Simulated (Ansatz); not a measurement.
`N[SiH2][GeH2][SH]` + H₂ → `[SH][GeH3]` + `N[SiH3]` at 500 K and 1 bar (hydrogenolysis of a Ge–Si bond).

Calculated with Ansatz (gas phase, PBE0-D4/def2-TZVP geometries, no zero-point term in ΔE). CCSD(T)/CBS adds triple-zeta CCSD(T) − MP2 to the extrapolated MP2 energy (def2 sets, frozen cores). This one scheme is used for every species. For Ge outer-core shells are correlated without core-valence functions, which leaves a few kJ/mol of doubt a bond. Scalar relativity is left out up to krypton. Each species was taken in one conformer, which may not be the lowest.

```tsv
species	CCSD(T)/CBS energy (Eh)	H − E (kJ/mol)	S (J/(mol·K))
`N[SiH2][GeH2][SH]`	-2821.92885	234.9	466.7
H₂	-1.17544	41.0	145.5
`[SH][GeH3]`	-2476.30083	114.8	326.3
`N[SiH3]`	-346.80422	161.3	303.9
```

H − E and S are ideal-gas, rigid-rotor, harmonic terms from PBE0-D4/def2-TZVP, for one conformer and one mirror image of each species. The MP2-based limit puts H₂ 0.8 mEh under its directly extrapolated value; such offsets cancel only in part. 1 Eh = 2625.50 kJ/mol, R = 8.31446 J/(mol·K).

Task: By hand: ΔE, ΔH, ΔS and ΔG.

Result: ΔE = (-2476.30083) + (-346.80422) − (-2821.92885) − (-1.17544) = -0.00076 Eh = -2.0 kJ/mol. Δ(H − E) = 114.8 + 161.3 − 234.9 − 41.0 = 0.2, so ΔH = -1.8 kJ/mol. ΔS = 326.3 + 303.9 − 466.7 − 145.5 = 18.0 J/(mol·K). ΔG = -1.8 − 500 × (18.0)/1000 = -10.8 kJ/mol.

Task: By hand: the equilibrium constant, and the temperature at which ΔG would vanish if ΔH and ΔS stayed fixed.

Result: log₁₀ K = −ΔG/(RT ln 10) = 1.1. ΔH and −TΔS have one sign here, so there is no such temperature.

TΔS isn't small against ΔH here. A doubt of 5 kJ/mol in ΔE shifts log₁₀ K by 0.5 here. Other conformers and mirror images would add mixing entropy, several J/(mol·K) or more a flexible species. Modes under 60 cm⁻¹, often nearly free rotors, make the harmonic entropy too high. These are equilibria of isolated gas molecules and say nothing of rates. Largest T1 diagnostic: 0.011 (customary marks: 0.02 for closed shells, 0.045 for open ones).
